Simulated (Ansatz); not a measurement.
Isomers of CH4AlFS, relaxed with PBE0-D4/def2-TZVP in Ansatz; electronic energies, one conformer each and not always the lowest. Functionals use def2-TZVPP; CBS adds triple-zeta CCSD(T) − MP2 to the MP2 limit of def2-TZVPP and def2-QZVPP.

Q: Order them by energy at frozen-core CCSD(T)/CBS, lowest first. (Estimate.)
A. `C[S][AlH][F]`
B. `[CH3][Al]([F])[SH]`
C. `FC[S][AlH2]`

A: B (0.0 kcal/mol), A (16.7 kcal/mol), C (79.6 kcal/mol).

Q: How do MP2/CBS(def2), B3LYP-D4, B3LYP, HF/CBS(def2) place them (kcal/mol, against `[CH3][Al]([F])[SH]`)? (Best estimate.)

A: Computed: 
| isomer | MP2/CBS(def2) | B3LYP-D4 | B3LYP | HF/CBS(def2) |
| --- | --- | --- | --- | --- |
| `C[S][AlH][F]` | 16.8 | 16.3 | 16.6 | 15.7 |
| `FC[S][AlH2]` | 82.4 | 78.3 | 79.2 | 79.1 |

B3LYP here is the variant with VWN-RPA as its local correlation; programs differ in this.
